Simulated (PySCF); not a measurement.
Working out the ionisation energy of Cd

Cd [Kr] 4d10 5s2 (1S) → Cd⁺ [Kr] 4d10 5s1 (2S). All numbers are calculated (PySCF 2.14, a scalar-relativistic core potential, in cc-pVTZ-PP with ECP28MDF (5s5p4d2f1g, 63 functions)). Frozen: 4s2 4p6. Energies in hartree (1 hartree = 27.21139 eV):

| part | Cd (lower) | Cd⁺ (upper) |
| --- | --- | --- |
| UHF | -166.838760 | -166.568358 |
| MP2 opposite-spin | -0.292733 | -0.254405 |
| MP2 same-spin | -0.162909 | -0.149878 |

Problem. What does Hartree-Fock give?

Solution. (-166.568358) − (-166.838760) = 0.270402 hartree = 7.358 eV.

Problem. What do MP2 and SCS-MP2 (6/5 opposite-spin, 1/3 same-spin) give?

Solution. The opposite-spin parts differ by 1.043 eV and the same-spin parts by 0.355 eV. MP2: 7.358 + (1.043) + (0.355) = 8.756 eV. SCS-MP2: 7.358 + 1.2 × (1.043) + (0.355)/3 = 8.728 eV.

Measured between the centres of the two terms (NIST): 8.994 eV, so MP2 (valence) is off by -0.238 eV.

What remains against the reference includes basis incompleteness, the frozen core and correlation beyond second order.
